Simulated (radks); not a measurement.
Q: All-electron atom: the iodine ion I+ in [Kr] 4d10 5s1 5p4 4f1 (not the ground configuration). Method: Dirac Kohn-Sham, PBEsol, spin-unpolarised, spherical densities, finite nucleus; open shells fill j = l - 1/2 first; Fermi nuclear charge, rms radius 4.75 fm; computed with a radial shooting solver on a logarithmic mesh with Libxc functionals. Some entries of the table are withheld. Estimate them.

orbital  occ.  eigenvalue (hartree)  r(max) (bohr)  <1/r> (bohr^-1)
1s1/2       2             -1211.232        0.01754            56.81
2s1/2       2             -187.6273        0.09929            13.26
2p1/2       2             -176.1115        0.07614            13.24
2p3/2       4             -165.1416        0.08094            12.21
3s1/2       2             -38.36844         0.2860            4.727
3p1/2       2             -33.60433         0.2723            4.639
3p3/2       4             -31.54013         0.2831            4.385
3d3/2       4             -23.13588         0.2299            4.240
3d5/2       6             -22.70163         0.2330            4.175
4s1/2       2              -7.24954         0.6807            1.903
4p1/2       2              -5.58592         0.6985            1.792
4p3/2       4              -5.18204         0.7229            1.710
4d3/2       4              -2.50489         0.7731            1.459
4d5/2       6              -2.44138         0.7817            1.438
5s1/2       1              -1.18723          1.668              (1)
5p1/2       2              -0.79516            (2)           0.6031
5p3/2       2              -0.74686            (3)           0.5782
4f5/2       1              -0.09062          7.127           0.1789
4f7/2       0              -0.09053          7.140           0.1779

A: 
(1) 5s1/2 <1/r> (bohr^-1): 0.7003
(2) 5p1/2 r(max) (bohr): 1.878
(3) 5p3/2 r(max) (bohr): 1.950
